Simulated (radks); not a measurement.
Results of a calculation; reference values are marked as such.
Ionisation of Cu+, [Ar] 3d10, to Cu2+, [Ar] 3d9, under several functionals. Non-relativistic Kohn-Sham, spin-polarised, spherical densities, point nucleus; open shells are filled with parallel spins first; a radial shooting solver on a logarithmic mesh with Libxc functionals.

\begin{tabular}{lrrrrrr}
functional & E(Cu+) (hartree) & Exc (hartree) & IE (eV) & -e(HOMO) (eV) & <r> HOMO (bohr) & IE error (eV) \\ \hline
Wu-Cohen GGA & -1639.56604 & -66.33394 & 21.229 & 13.749 & 1.007 & +0.936 \\
exchange-only r2SCAN & -1638.87399 & -65.66851 & 20.023 & 12.676 & 1.007 & -0.269 \\
exchange-only B88 & -1638.99775 & -65.73071 & 20.184 & 12.841 & 1.017 & -0.108 \\
B86b exchange with PBE correlation & -1640.33753 & -67.11406 & 21.254 & 13.781 & 1.009 & +0.962 \\
revPBE & -1640.15135 & -66.92883 & 21.092 & 13.625 & 1.008 & +0.799 \\
SOGGA & -1638.46598 & -65.21122 & 21.068 & 13.602 & 1.008 & +0.775 \\
XLYP & -1640.61373 & -67.37856 & 21.318 & 13.860 & 1.013 & +1.025 \\
exchange-only LDA & -1634.96082 & -61.61653 & 20.040 & 12.711 & 1.017 & -0.252 \\
OLYP & -1640.73349 & -67.59201 & 21.164 & 13.643 & 1.003 & +0.872 \\
AM05 & -1637.63678 & -64.36942 & 21.207 & 13.730 & 1.007 & +0.914 \\
\end{tabular}

NIST Atomic Spectra Database: 20.292 eV (measured). Closest: exchange-only B88. The Delta-SCF values span 1.29 eV, the total energies 5.77 hartree. The highest occupied level is 3d. Open shells are spherical and high-spin; term and fine-structure splittings are not resolved.
